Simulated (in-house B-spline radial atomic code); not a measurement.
A radial electron density 4πr²n(r) was computed for an atom or ion in its tabulated ground configuration with a B-spline radial code for spherical atoms; method: non-relativistic TPSS, spin-polarised, spherical fractional occupations. Columns: r (bohr), 4πr²n(r) (electrons per bohr), bar.

```
  0.0027   0.8472 #
 0.00322    1.174 ##
 0.00383    1.611 ##
 0.00456    2.202 ###
 0.00542     2.98 ####
 0.00645    4.009 #####
 0.00768    5.345 #######
 0.00914    7.039 #########
  0.0109    9.169 ############
  0.0129    11.63 ################
  0.0154    14.63 ####################
  0.0183    17.89 ########################
  0.0218    21.36 #############################
   0.026    24.72 #################################
  0.0309     27.5 #####################################
  0.0368    29.38 #######################################
  0.0438    29.96 ########################################
  0.0521    29.14 #######################################
   0.062    27.23 ####################################
  0.0738    24.98 #################################
  0.0878     23.5 ###############################
   0.104    23.76 ################################
   0.124    26.12 ###################################
   0.148    29.82 ########################################
   0.176    32.77 ############################################
    0.21    32.86 ############################################
   0.249    29.08 #######################################
   0.297    22.13 ##############################
   0.353    15.02 ####################
    0.42    10.55 ##############
     0.5    9.907 #############
   0.595    11.52 ###############
   0.708    12.41 #################
   0.843    10.84 ###############
       1    7.477 ##########
    1.19    3.888 #####
    1.42    1.458 ##
    1.69    0.398 #
    2.01  0.07376 
    2.39  0.00866 
    2.85 0.0005713
```

(1) Which atom or ion is it?
A. Cr7+
B. V7+
C. Mn7+
D. Fe7+

Results:

(1) C. The area under the curve, ∫4πr²n dr = ∫r·4πr²n d(ln r) on this logarithmic grid, is 18 electrons, which only this option has. The configuration is [Ne] 3s2 3p6.
